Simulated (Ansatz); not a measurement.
Saddle point of Si₃N₂H₁₀F, doublet (Si₃N₂H₉ ([SiH3][NH][SiH][NH][SiH3]) + HF → Si₂NH₅F ([F][SiH][NH][SiH3]) + SiNH₅ ([NH2][SiH3]); bonds formed: Si1–F8, N2–H7; bonds broken: Si1–N2, H7–F8), PBE0-D4/def2-TZVP structure:

| atom | x (Å) | y (Å) | z (Å) |
| --- | --- | --- | --- |
| Si1 | 0.6379 | 1.1681 | 0.7433 |
| N2 | 1.3194 | -0.4376 | 0.0860 |
| Si3 | 0.9372 | -0.9030 | -1.5760 |
| N4 | -1.0267 | 1.1448 | 0.1933 |
| Si5 | -2.2666 | 0.0246 | 0.6353 |
| H6 | 0.6631 | 0.9372 | 2.2122 |
| H7 | 2.3621 | 0.1647 | 0.2994 |
| F8 | 2.7896 | 1.2095 | 0.7152 |
| H9 | 1.2186 | -1.1970 | 0.7526 |
| H10 | 1.9044 | -1.9432 | -2.0051 |
| H11 | -0.4400 | -1.4460 | -1.6604 |
| H12 | 1.0759 | 0.3179 | -2.4009 |
| H13 | -1.3187 | 1.9682 | -0.3123 |
| H14 | -1.5770 | -1.1796 | 1.1736 |
| H15 | -3.1888 | 0.5413 | 1.6839 |
| H16 | -3.0904 | -0.3697 | -0.5401 |

Energies are electronic, without zero-point energy. Barriers and step energies count from the start structure reached by relaxing down the imaginary mode; all methods use the PBE0-D4 structures, on which another method's saddle can fall below an end. Program: Ansatz 0.2.0. Basis: def2-TZVPP, with def2-QZVPP for the basis limit. Cores are frozen in the correlated methods; orbitals are unrestricted. B3LYP uses VWN-RPA correlation. Extrapolation: Hartree–Fock as exp(−7.88 √X), correlation as X^−2.97.

| method | barrier (kcal/mol) | step energy (kcal/mol) |
| --- | --- | --- |
| SPW92 | 10.41 | -6.63 |
| PBE-D4 | 14.19 | -9.63 |
| BLYP-D4 | 16.78 | -11.50 |
| r2SCAN-D4 | 15.84 | -12.13 |
| B97M-V | ? | -14.84 |
| PBE0-D4 | 16.99 | -10.73 |
| B3LYP-D4 | 18.57 | -12.51 |
| r2SCAN0-D4 | 17.88 | -12.46 |
| BHLYP-D4 | 21.42 | -14.19 |
| CAM-B3LYP-D4 | ? | -13.36 |
| wB97X-V | 17.81 | -13.22 |
| wB97M-V | 17.10 | -13.36 |
| B2PLYP | 19.28 | -12.70 |
| PBE-QIDH | ? | -11.29 |
| RPA on PBE | 19.01 | -12.36 |
| HF | 28.82 | -18.84 |
| MP2 | 18.89 | -11.56 |
| CCSD | 21.38 | -13.09 |
| CCSD(T) | 19.86 | -11.99 |

(1) Fill in the withheld barriers. (To be estimated.)

The T1 diagnostic stays at or below 0.014. ⟨S²⟩ of the unrestricted Hartree–Fock references: 0.75 (a pure state has 0.75).

Results:

(1) The calculation gives: B97M-V 18.45; PBE-QIDH 18.77; CAM-B3LYP-D4 18.35 kcal/mol. Each is the energy of the saddle less that of the start structure, by the same method.

For comparison, the barrier by CCSD(T) at an estimated basis limit (MP2 extrapolated from triple and quadruple zeta, plus CCSD(T) − MP2 in triple zeta) is 19.52 kcal/mol.

Steps of this kind, hydrogen fluoride cutting a network bond, underlie vapour etching and the fluorination step of atomic layer etching. Here a small cluster stands in for the surface site.

Labels in which every atom is bracketed show which atoms are joined, not bond orders.

For scale, one of the runs: CCSD(T)/def2-TZVPP, 359 basis functions, launched by `ansatz run in.yaml --threads 2 --pin off --events-out ev --progress --plain --max-ram 20480MiB --backend cuda --devices 0, --max-vram 18GiB`. Hardware: 2 CPU threads of an AMD EPYC 7R13 and a share of one NVIDIA H100, shared host. Wall time 78 s; peak host memory 1.6 GiB.
